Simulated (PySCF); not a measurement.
Compound: heptafluoropropyl bromide, C3BrF7.
Structure used (PBE0-D3(BJ)/def2-SVP), in Å, numbered top down from 1:
```xyz
11
C3BrF7 angstrom
F     -2.355    0.124   -0.599
C     -1.340    0.043    0.247
F     -1.401    1.060    1.091
F     -1.435   -1.090    0.925
C     -0.019    0.091   -0.564
F      0.048    1.292   -1.142
F     -0.081   -0.857   -1.500
C      1.259   -0.135    0.282
F      1.238   -1.358    0.794
F      1.293    0.748    1.273
Br     2.830    0.071   -0.825
```

Linear response at wB97X-D/def2-SVPD (PySCF, frozen core in the response, non-relativistic). The wB97X-D/def2-SVPD calculation is non-relativistic and has no spin–orbit coupling, an omission that weighs most on bromine.

Static isotropic polarisability: 63.81 au (9.46 Å³), principal values 56.9, 57.7, 76.8 au.

Problem. What is the polarisability at 1064 nm and at the sodium D line?

Solution. 64.17 au at 1064 nm (+0.6 %), 65.02 au at 589.3 nm (+1.9 %). The rise at 589.3 nm is 3.34 times that at 1064 nm; a pure ω² law gives 3.26. The lowest singlet lies at 199 nm, shorter than both wavelengths.

Problem. What is the isotropic C6 coefficient between two such molecules, C6 = (3/π)∫α(iω)² dω?

Solution. 2150 au (Eh·bohr⁶) by a ten-point quadrature over imaginary frequencies, which is 1280 eV·Å⁶ or 124 J·nm⁶/mol.

Problem. Which effective excitation energy ω̄ makes London's formula C6 = (3/4)α²ω̄ exact here?

Solution. ω̄ = 4·C6/(3α²) = 0.704 Eh = 19.2 eV. A one-pole form α(ω) = α/(1 − ω²/ω̄²) fitted to the 1064 nm value gives 15.5 eV.

Problem. How anisotropic is the static polarisability, by Δα² = ½[(α1 − α2)² + (α2 − α3)² + (α3 − α1)²]?

Solution. Δα = 19.5 au, or 0.31 of the isotropic value.

Problem. What three-body coefficient follows from the one-pole estimate C9 = (3/4)·α·C6?

Solution. 103000 au. This is an estimate from the two numbers above, not a computed integral.

Problem. What molar refraction at the D line follows from R = (4π/3)·N_A·α′, with α′ the polarisability volume?

Solution. α′ = 9.64 Å³ gives R = 24.31 cm³/mol, for isolated, non-vibrating species.

Hardware: Arm Neoverse V1, one thread, no GPU (shared host). Cost: 99 s wall, 1.2 GiB resident at most. This is the whole response run at wB97X-D/def2-SVPD, SCF included.

One conformer stands for the species.

wB97X-D is run here without its empirical dispersion term; that term would change no orbital, density or response property at a fixed geometry.
